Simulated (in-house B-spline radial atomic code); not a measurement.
Configurations of Rb5+, with energies counted from [Ar] 3d10 4s2 4p2. Level of theory: Dirac-Hartree-Fock, average of configuration, Fermi nucleus of rms radius 4.2036 fm; calculated with an all-electron radial atomic-structure program (B-spline basis). Energies include first-order Breit, QED and recoil terms.

Occupations are held fixed; configurations that lie above the ionisation limit could autoionise.

```
        configuration  E - E(ref) (eV)  highest orbital  its <r> (bohr)
[Ar] 3d10 4s2 4p1 4d1           28.333            4d5/2           1.873
[Ar] 3d10 4s2 4p1 5g1           61.997            5g9/2           4.553
[Ar] 3d10 4s2 4p1 6g1           67.988            6g9/2           7.285
[Ar] 3d10 4s1 4p2 7d1           86.982            7d5/2             8.9
 [Ar] 3d9 4s2 4p2 5f1           169.35            5f5/2           4.771
 [Ar] 3d9 4s2 4p2 8s1           177.93            8s1/2           9.955
```

(1) Order these further configurations by energy, lowest first.
A. [Ar] 3d10 4s1 4p2 4d1
B. [Ar] 3d9 4s2 4p2 5s1
C. [Ar] 3d10 4s1 4p2 8g1
D. [Ar] 3d10 4s2 4p1 7f1
E. [Ar] 3d10 4s2 4p1 5s1

(2) How far above the reference does [Ar] 3d9 4s2 4p2 8g1 lie?

(3) How far above the reference does [Ar] 3d10 4s1 4p2 7g1 lie?

Results:

(1) E (36.463 eV), A (46.189 eV), D (71.23 eV), C (92.396 eV), B (144.13 eV).

(2) 182.58 eV; its least bound orbital is 8g7/2 with <r> = 14.24 bohr.

(3) 90.042 eV; its least bound orbital is 7g7/2 with <r> = 10.51 bohr.
